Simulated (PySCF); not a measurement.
B3LYP has the VWN-RPA correlation part, as in Gaussian. Delta-SCF ions had no search for a lower state. Excitations are Tamm–Dancoff values on a coarser integration grid. The basis has no diffuse functions, so Rydberg states are missing or too high.

Cartesian coordinates (Å):
SMILES: B(=[SiH2])B
```xyz
7

B     -1.7151    -0.2879    -0.0269
B     -0.1611    -0.0303    -0.0003
Si     1.6572     0.2770     0.0256
H     -2.1728    -1.2803    -0.5119
H     -2.4845     0.5012     0.4366
H      2.6296    -0.6756    -0.5394
H      2.2452     1.4926     0.6161
```
Charge 0, spin multiplicity 1.

Question: What is the computed HOMO, brightest of the four lowest singlets (TDA), S1–T1 gap (TDA), vertical ionisation energy (Delta-SCF) and LUMO (PySCF with B3LYP-D3(BJ)/def2-TZVP)?

Answer: 
```yaml
HOMO: -6.15 eV
brightest of the four lowest singlets (TDA): 4.17 eV
S1–T1 gap (TDA): 0.50 eV
vertical ionisation energy (Delta-SCF): 8.30 eV
LUMO: -2.73 eV
```
